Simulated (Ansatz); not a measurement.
The cluster Li₆H₇ was relaxed with PBE0-D4 (def2-TZVP, def2-TZVPD) in Ansatz in these states: charge -1 singlet, neutral doublet, neutral quartet. The geometries follow in no particular order.

A:

| atom | x (Å) | y (Å) | z (Å) |
| --- | --- | --- | --- |
| Li1 | -0.936 | -1.134 | -0.264 |
| Li2 | -0.011 | 0.576 | -2.643 |
| Li3 | 1.325 | 2.238 | -0.046 |
| Li4 | 1.711 | -0.692 | 0.353 |
| Li5 | -1.369 | 1.986 | -0.533 |
| Li6 | 0.236 | 0.783 | 1.653 |
| H7 | 0.676 | -0.568 | -1.327 |
| H8 | -1.716 | -2.844 | 0.677 |
| H9 | 0.123 | -0.993 | 1.141 |
| H10 | 0.527 | 0.224 | -0.914 |
| H11 | -2.233 | -2.789 | 0.133 |
| H12 | 1.968 | 0.922 | 0.971 |
| H13 | -0.300 | 2.291 | 0.800 |

B:

```xyz
13

Li   -0.0766    1.1964   -1.5350
Li   -2.2973    0.8237   -0.1511
Li   -0.5847   -1.8481    1.6793
Li    0.0289    0.4996    0.9736
Li   -0.8547   -1.4595   -0.8571
Li    1.3987   -1.5333    0.3604
H    -0.7511    1.8448    0.0526
H     1.4505    2.4285   -1.0814
H     0.6905   -0.2553   -0.6708
H    -1.5329   -0.6059    0.8112
H     1.5566    2.4662   -1.8327
H     0.9236   -0.8453    2.0090
H     0.0485   -2.7118    0.2420
```

C:

```xyz
13

Li    1.1566    0.9909   -0.9374
Li    2.1021   -0.9251    0.6123
Li   -1.2460   -1.4850    1.8260
Li   -0.2078   -1.1423   -0.4951
Li    0.0756    0.6978    1.6338
Li   -2.1243    0.2984    0.3962
H     1.4939   -0.7686   -1.0652
H     0.8795    1.7398   -2.8184
H    -0.4921    0.7993   -0.2382
H     0.4954   -1.2090    1.3757
H     1.3870    2.2296   -2.5552
H    -1.8977   -1.4807    0.1359
H    -1.6223    0.2550    2.1297
```

Question: Judge from the bond lengths which geometry belongs to which state (an estimate).

Answer: A is the neutral quartet (Li4–Li5 4.176 Å, Li2–Li4 3.680 Å, Li3–H10 2.334 Å); B is the charge -1 singlet (Li4–Li5 2.823 Å, Li2–Li4 2.604 Å, Li3–H10 1.788 Å); C is the neutral doublet (Li4–Li5 2.828 Å, Li2–Li4 2.571 Å, Li3–H10 1.820 Å).

A triplet lies near this restricted singlet, and broken spin symmetry wasn't tried. At PBE0-D4/def2-TZVPD the highest occupied level of the relaxed charge -1 singlet lies above zero (up to 0.68 eV). By energy differences its removal costs 0.14 eV (each at its own geometry, to the charge 0 doublet, at PBE0-D4/def2-TZVPD); the vertical value is larger still, so the positive level points to self-interaction error. At PBE0-D4/def2-TZVP a doublet lies 3.00 eV below the neutral quartet. In the quartet, H8 and H11 lie 0.75 Å apart, H7 and H10 lie 0.91 Å apart (atoms count from 1), so H2 has formed as a molecule. In the charge -1 singlet, H8 and H11 lie 0.76 Å apart (atoms count from 1), so H2 has formed as a molecule. In the doublet, H8 and H11 lie 0.75 Å apart (atoms count from 1), so H2 has formed as a molecule. These are the stationary points nearest to one start from a short search; other shapes may lie lower in each state.
